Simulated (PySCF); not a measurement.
# How methods differ on the excitation energy of Ga⁺

Ga⁺ [Ar] 3d10 4s2 (1S) → Ga⁺ [Ar] 3d10 4s1 4p1 (3P), as a difference of total energies. Calculation: PySCF 2.14, in x2c-TZVPPall with one added diffuse shell each of s, p, d type (7s6p5d1f, 57 functions); scalar relativity by spin-free X2C-1e. Correlated levels: valence: [Ar] 3d10 frozen. The calculations carry no spin-orbit coupling.

**Question.** Order these methods by the excitation energy they give, lowest first.
A. UHF
B. SCS-MP2 (valence)
C. CCSD (valence)
D. MP2 (valence)

**Answer.** A (37515 cm⁻¹), D (42763 cm⁻¹), B (44266 cm⁻¹), C (44744 cm⁻¹).

Errors of the correlated levels include the incompleteness of this basis and the frozen core.

With two correlated electrons CCSD is exact in that space.

For comparison: 48284 cm⁻¹ (measured; NIST levels, between the centres of gravity of the two terms).
